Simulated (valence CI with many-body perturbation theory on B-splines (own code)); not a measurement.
**Tl49+: calculated level list**

Calculated by relativistic CI+MBPT: four valence electrons over a frozen Dirac-Fock core [Ar] 3d10, radial functions for each j: 11 s, 11 p, 10 d, 8 f, 5 g, 2 h, with the one-electron correlation potential Σ1, the two-electron term Σ2, the three-electron term Σ3, Breit, model QED; selected CI, second order for the rest, scaled by the run's own slope (own B-spline code, finite nucleus).

The last digits are not significant, and no measured levels were compared; by estimate large intervals hold to a few tenths of a per cent, small ones and those within an open d or f shell to about a per cent. Among the levels kept, up to 400 cm⁻¹ of a level comes from second order outside the variational space, and about a tenth of that is noise between levels of different J, which matters for small intervals.

Levels 46 to 90 of 180, with energies above the lowest level, (4s^2 4p1/2^2) J=0. "Leading %" is the weight of the configuration and term that name the level; weights of strongly mixed levels are sums over their largest components and can fall short. In the jj column 3d3/2^4 stands for four electrons in 3d with j = 3/2. Lifetimes count E1, E2, E3, M1 and M2 decay at the calculated energies, and are blank where another channel may lead or the interval is too uncertain; long ones can be off by a factor of two.

```csv
No.,Configuration,Term,J,E (Ry),Leading %,Lifetime,g,Leading jj
46,4s 4p2 4d,3D,2,45.041,29,410 fs,1.413,4s 4p1/2 4p3/2 4d3/2 (91 %)
47,4s 4p2 4d,3D,1,45.205,37,583 fs,1.063,4s 4p1/2 4p3/2 4d3/2 (94 %)
48,4s 4p2 4d,3G,3,45.382,46,593 fs,0.924,4s 4p1/2 4p3/2 4d3/2 (91 %)
49,4s 4p2 4d,5D,4,45.404,48,148 ps,1.393,4s 4p1/2 4p3/2 4d5/2 (99 %)
50,4s 4p2 4d,3D,1,46.116,52,339 fs,0.950,4s 4p1/2 4p3/2 4d3/2 (81 %)
51,4s 4p2 4d,3G,5,46.247,58,51.5 ps,1.276,4s 4p1/2 4p3/2 4d5/2 (98 %)
52,4s 4p2 4d,3P,2,46.322,38,1.90 ps,1.359,4s 4p1/2 4p3/2 4d5/2 (95 %)
53,4s 4p2 4d,3P,0,46.497,76,334 fs,,4s 4p1/2 4p3/2 4d3/2 (84 %)
54,4s 4p2 4d,3F,2,46.625,35,276 fs,0.999,4s 4p1/2 4p3/2 4d3/2 (84 %)
55,4s 4p2 4d,3F,3,46.817,40,1.69 ps,1.242,4s 4p1/2 4p3/2 4d5/2 (92 %)
56,4s 4p2 4d,3P,1,47.177,45,1.04 ps,1.186,4s 4p1/2 4p3/2 4d5/2 (74 %)
57,4s 4p2 4d,3D,3,47.218,58,1.11 ps,1.287,4s 4p1/2 4p3/2 4d5/2 (91 %)
58,4s 4p2 4d,1D,2,47.368,37,1.41 ps,1.118,4s 4p1/2 4p3/2 4d5/2 (85 %)
59,4s 4p2 4d,1G,4,47.383,46,2.40 ps,1.148,4s 4p1/2 4p3/2 4d5/2 (90 %)
60,4s 4p2 4d,3D,3,47.848,40,656 fs,1.228,4s 4p1/2 4p3/2 4d5/2 (94 %)
61,4s 4p2 4d,3F,4,47.933,48,882 fs,1.160,4s 4p1/2 4p3/2 4d5/2 (91 %)
62,4s 4p2 4d,3D,1,47.981,44,1.20 ps,0.872,4s 4p1/2 4p3/2 4d5/2 (94 %)
63,4s 4p2 4d,3P,1,48.481,32,926 fs,1.362,4s 4p1/2 4p3/2 4d5/2 (96 %)
64,4s 4p2 4d,3P,0,48.559,46,899 fs,,4s 4p1/2 4p3/2 4d5/2 (87 %)
65,4s 4p2 4d,3D,2,48.576,44,741 fs,1.164,4s 4p1/2 4p3/2 4d5/2 (93 %)
66,4s 4p2 4d,1F,3,48.700,41,610 fs,1.062,4s 4p1/2 4p3/2 4d5/2 (91 %)
67,4s 4p2 4d,3P,2,48.894,39,488 fs,1.165,4s 4p1/2 4p3/2 4d5/2 (91 %)
68,4s 4p2 4f,3F°,2,50.283,41,2.07 ps,0.630,4s 4p1/2^2 4f5/2 (97 %)
69,4s 4p2 4f,3F°,3,50.296,27,3.34 ps,1.071,4s 4p1/2^2 4f5/2 (93 %)
70,4s2 4d2,3F,2,50.496,65,216 fs,0.793,4s^2 4d3/2^2 (88 %)
71,4s 4p2 4f,3F°,4,51.081,36,4.02 ps,1.265,4s 4p1/2^2 4f7/2 (97 %)
72,4s2 4d2,3P,0,51.183,64,218 fs,,4s^2 4d3/2^2 (88 %)
73,4s 4p2 4f,3G°,3,51.289,25,3.46 ps,1.007,4s 4p1/2^2 4f7/2 (92 %)
74,4s2 4d2,3F,3,52.419,73,471 fs,1.068,4s^2 4d3/2 4d5/2 (73 %)
75,4s2 4d2,1G,4,52.548,51,567 fs,1.050,4s^2 4d3/2 4d5/2 (64 %)
76,4p4,3P,1,52.690,88,357 fs,1.429,4p1/2 4p3/2^3 (88 %)
77,4p4,1D,2,52.696,53,484 fs,1.128,4p1/2 4p3/2^3 (75 %)
78,4s2 4d2,3P,2,52.780,33,397 fs,1.123,4s^2 4d3/2 4d5/2 (73 %)
79,4s2 4d2,3P,1,52.983,88,371 fs,1.522,4s^2 4d3/2 4d5/2 (88 %)
80,4s2 4p 4f,3F,3,53.213,30,1.09 ps,1.001,4s^2 4p3/2 4f5/2 (71 %)
81,4p3 4d,3F°,2,53.320,30,1.79 ps,1.018,4p1/2^2 4p3/2 4d3/2 (91 %)
82,4s2 4p 4f,3D,2,53.490,41,1.60 ps,0.983,4s^2 4p3/2 4f5/2 (81 %)
83,4s2 4p 4f,3F,4,53.534,57,2.93 ps,1.174,4s^2 4p3/2 4f7/2 (62 %)
84,4p3 4d,3P°,0,53.605,58,1.56 ps,,4p1/2^2 4p3/2 4d3/2 (94 %)
85,4s2 4p 4f,3D,1,53.637,93,3.00 ps,0.503,4s^2 4p3/2 4f5/2 (93 %)
86,4p3 4d,3D°,1,53.808,32,1.22 ps,1.118,4p1/2^2 4p3/2 4d3/2 (94 %)
87,4p3 4d,3F°,3,54.009,26,952 fs,1.106,4p1/2^2 4p3/2 4d3/2 (84 %)
88,4s2 4p 4f,3D,3,54.030,43,3.51 ps,1.169,4s^2 4p3/2 4f7/2 (92 %)
89,4s2 4p 4f,3G,5,54.069,95,3.19 ps,1.203,4s^2 4p3/2 4f7/2 (95 %)
90,4s2 4d2,3F,4,54.110,50,1.20 ps,1.164,4s^2 4d5/2^2 (38 %)
```

Where two levels of one J and parity lie close, their mixing, g and order are uncertain.
